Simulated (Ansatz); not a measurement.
A first, cheap relaxation of `CC[SiH2]O[SiH3]`.

```yaml
crystal:
  periodic: [false, false, false]
  atoms:
    - {symbol: C, position_ang: [-1.718100, -1.085600, -0.599400]}
    - {symbol: C, position_ang: [-0.283900, -1.362900, -0.520100]}
    - {symbol: Si, position_ang: [0.582200, -0.624600, 0.936100]}
    - {symbol: O, position_ang: [0.627600, 1.038300, 0.990600]}
    - {symbol: Si, position_ang: [1.148000, 2.317500, 0.139600]}
    - {symbol: H, position_ang: [-2.200500, -1.501700, -1.497700]}
    - {symbol: H, position_ang: [-2.282300, -1.403600, 0.271600]}
    - {symbol: H, position_ang: [-1.901800, 0.055000, -0.698400]}
    - {symbol: H, position_ang: [0.214300, -0.998200, -1.394600]}
    - {symbol: H, position_ang: [-0.155500, -2.447500, -0.466900]}
    - {symbol: H, position_ang: [0.004300, -1.153600, 2.219900]}
    - {symbol: H, position_ang: [2.054900, -1.042300, 0.935400]}
    - {symbol: H, position_ang: [0.570100, 3.605900, 0.730100]}
    - {symbol: H, position_ang: [0.692500, 2.239800, -1.242400]}
    - {symbol: H, position_ang: [2.626200, 2.312700, 0.225700]}
basis:
  gaussian: {orbitals: def2-SVP}
hamiltonian: {xc: pbe, dispersion: d4}
relax: {f_tol: 0.03, max_steps: 200}
```

```sh
$ ansatz run in.yaml --threads 2 --pin off --events-out ev --progress --plain --max-ram 22528MiB --backend cpu
```

Shortened log:

```
Functional definition: PBE
mean field -20018.99667839 eV, -735.6845585674 hartree, gradient 1.4e-5 eV, S^2 0.000000; 0 other end points of the search recorded, 0 dependent functions left out
relax step   1: F+E_penalty+E_count = -20019.32306811 eV  Δ(F+E_penalty+E_count) = +0.000e0 eV  max|allowed force component| = 2.597e0 eV/Å  Δτ_max = 0.0000 Å  (29 SCF iters, accepted)
mean field -20019.30325774 eV, -735.6958251508 hartree, gradient 1.7e-5 eV, S^2 0.000000; 0 other end points of the search recorded, 0 dependent functions left out
relax step   2: F+E_penalty+E_count = -20019.62858504 eV  Δ(F+E_penalty+E_count) = -3.055e-1 eV  max|allowed force component| = 9.036e-1 eV/Å  Δτ_max = 0.0727 Å  (28 SCF iters, accepted)
mean field -20019.35067305 eV, -735.6975676312 hartree, gradient 1.3e-5 eV, S^2 0.000000; 0 other end points of the search recorded, 0 dependent functions left out
relax step   3: F+E_penalty+E_count = -20019.67455874 eV  Δ(F+E_penalty+E_count) = -4.597e-2 eV  max|allowed force component| = 1.730e-1 eV/Å  Δτ_max = 0.0478 Å  (31 SCF iters, accepted)
mean field -20019.34348928 eV, -735.6973036326 hartree, gradient 1.3e-5 eV, S^2 0.000000; 0 other end points of the search recorded, 0 dependent functions left out
relax step   4: F+E_penalty+E_count = -20019.66749665 eV  Δ(F+E_penalty+E_count) = +7.062e-3 eV  max|allowed force component| = 2.403e-1 eV/Å  Δτ_max = 0.0631 Å  (29 SCF iters, rejected (line search))
mean field -20019.35306931 eV, -735.6976556921 hartree, gradient 1.4e-5 eV, S^2 0.000000; 0 other end points of the search recorded, 0 dependent functions left out
relax step   5: F+E_penalty+E_count = -20019.67738378 eV  Δ(F+E_penalty+E_count) = -2.825e-3 eV  max|allowed force component| = 2.832e-2 eV/Å  Δτ_max = 0.0304 Å  (31 SCF iters, accepted)
mean field -20019.35306931 eV, -735.6976556921 hartree, gradient 1.7e-5 eV, S^2 0.000000; 1 other end points of the search recorded, 0 dependent functions left out
Total energy: -20019.67742695 eV, -735.7095756157 hartree
Atom 0 at    -1.740000    -1.001403    -0.610649 Å, force    -0.011738     0.001340     0.015004 eV/Å
Atom 1 at    -0.257754    -1.386671    -0.516893 Å, force     0.028317    -0.013913    -0.020492 eV/Å
Atom 2 at     0.644767    -0.683874     0.984243 Å, force    -0.006239     0.005097     0.004469 eV/Å
Atom 3 at     0.574026     0.997386     0.991517 Å, force    -0.005802    -0.001116    -0.016642 eV/Å
Atom 4 at     1.111498     2.326538     0.132934 Å, force     0.003579    -0.003663     0.007038 eV/Å
Atom 5 at    -2.226029    -1.439025    -1.506950 Å, force     0.003456     0.005255    -0.000567 eV/Å
Atom 6 at    -2.307705    -1.351399     0.276875 Å, force     0.001030     0.004250    -0.005971 eV/Å
Atom 7 at    -1.870094     0.098979    -0.665826 Å, force     0.001600    -0.001279    -0.001842 eV/Å
Atom 8 at     0.293672    -1.062623    -1.428245 Å, force    -0.007052    -0.000122     0.009225 eV/Å
Atom 9 at    -0.133743    -2.493100    -0.476697 Å, force    -0.010581     0.007219     0.003676 eV/Å
Atom 10 at    -0.011253    -1.143046     2.257249 Å, force     0.005843    -0.002313    -0.000899 eV/Å
Atom 11 at     2.085527    -1.131820     0.968529 Å, force     0.004027     0.001384     0.006212 eV/Å
Atom 12 at     0.527330     3.558077     0.761400 Å, force    -0.003642    -0.002067    -0.002724 eV/Å
Atom 13 at     0.672504     2.247524    -1.308002 Å, force    -0.001976     0.002575     0.007586 eV/Å
Atom 14 at     2.615253     2.413656     0.170014 Å, force    -0.000821    -0.002647    -0.004074 eV/Å
Dipole moment:    -0.041988    -0.119737    -0.196288 e Å
```

Hardware: 2 threads of an AMD EPYC 7R13 on a shared host. Wall time 18 s, peak host memory 0.23 GiB.
